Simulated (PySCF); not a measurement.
An equivalent PySCF input for Al (aluminium, neutral), [Ne] 3s2 3p1, 2P determinant, with the spin-free X2C one-electron Hamiltonian (Gaussian nucleus):

```python
from pyscf import gto, scf, dft, mp, cc
import basis_set_exchange as bse
mol = gto.M(atom="Al 0 0 0", charge=0, spin=1, symmetry="D2h",
            basis=gto.basis.parse(bse.get_basis("cc-pVDZ-DK", elements=["Al"], fmt="nwchem", header=False)),
            nucmod="G")
mf = dft.UKS(mol, xc="LDA,VWN").sfx2c1e()
mf.irrep_nelec = {'Ag': (3, 3), 'B1u': (1, 1), 'B2u': (2, 1), 'B3u': (1, 1)}
mf.kernel()
```

It reaches the same state as the run whose output follows, with an energy that differs only through the grid. The run itself started from symmetry-adapted Hartree-Fock orbitals and held the occupation by maximum overlap, on a logarithmic radial grid, so the iterations belong to that start.

```
SCF conv_tol = 1e-09
number electrons alpha = 7  beta = 6
XC functionals = LDA,VWN
    P. A. M. Dirac.,  Math. Proc. Cambridge Philos. Soc. 26, 376 (1930)
    F. Bloch.,  Z. Phys. 57, 545 (1929)
    S. H. Vosko, L. Wilk, and M. Nusair.,  Can. J. Phys. 58, 1200 (1980)
cycle= 1 E= -241.735176333376  delta_E= -0.00424  |g|= 0.0119  |ddm|= 0.444
cycle= 2 E= -241.73523997292  delta_E= -6.36e-05  |g|= 0.00147  |ddm|= 0.0662
cycle= 3 E= -241.735241335852  delta_E= -1.36e-06  |g|= 0.000113  |ddm|= 0.012
cycle= 4 E= -241.735241352728  delta_E= -1.69e-08  |g|= 3.17e-05  |ddm|= 0.00177
cycle= 5 E= -241.735241354061  delta_E= -1.33e-09  |g|= 3.69e-07  |ddm|= 0.000393
cycle= 6 E= -241.735241354062  delta_E= -1.71e-13  |g|= 2.64e-08  |ddm|= 5.4e-06
converged SCF energy = -241.735241354062  <S^2> = 0.75146537  2S+1 = 2.0014648
```
